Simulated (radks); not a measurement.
Q: Pt, configuration [Xe] 4f14 5d9 6s1 (the NIST ground configuration). Method: Dirac Kohn-Sham, BLYP, spin-unpolarised, spherical densities, point nucleus; open shells fill j = l - 1/2 first; computed with a radial shooting solver on a logarithmic mesh with Libxc functionals. Some entries of the table are withheld. Estimate them.

orbital  occ.  eigenvalue (eV)  <r^2> (bohr^2)
1s1/2       2        -78322.07       0.0004059
2s1/2       2        -13748.14        0.006142
2p1/2       2        -13175.46        0.004355
2p3/2       4        -11445.72        0.005546
3s1/2       2        -3228.658         0.03993
3p1/2       2        -2971.962         0.03646
3p3/2       4        -2591.739         0.04292
3d3/2       4        -2164.902         0.03298
3d5/2       6        -2082.961         0.03474
4s1/2       2        -693.3678          0.1945
4p1/2       2        -584.5403          0.1989
4p3/2       4        -493.9467          0.2322
4d3/2       4              (1)          0.2468
4d5/2       6              (2)          0.2587
5s1/2       2        -101.4669           1.020
4f5/2       6         -71.5929          0.3204
4f7/2       8         -68.1389          0.3298
5p1/2       2         -66.7658             (3)
5p3/2       4         -51.7882             (4)
5d3/2       4          -6.8150           3.328
6s1/2       1          -5.6579           10.02
5d5/2       5          -5.4916           3.748

A: 
(1) 4d3/2 eigenvalue (eV): -315.8868
(2) 4d5/2 eigenvalue (eV): -299.0464
(3) 5p1/2 <r^2> (bohr^2): 1.212
(4) 5p3/2 <r^2> (bohr^2): 1.462
